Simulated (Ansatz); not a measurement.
Harmonic frequencies (cm⁻¹) at PBE0-D4/def2-TZVP from Ansatz: 28, 100, 145, 178, 196, 240, 256, 310, 476, 517, 667, 685, 719, 735, 868, 891, 924, 947, 961, 1006, 1016, 1588, 2239, 2293, 2311, 3490, 3562.

Each molecule was computed in one conformer, which needn't be the lowest.

(1) Which molecule is it?
A. `[F][Al-]([F])([F])[NH2+][SiH3]`
B. `[NH3+][In-]([OH])([OH])[OH]`
C. `[CH3][Al-]([NH3+])([Cl])[Cl]`
D. `[OH][Al-]([OH])([OH])[SeH2+]`

Answers

(1) A.
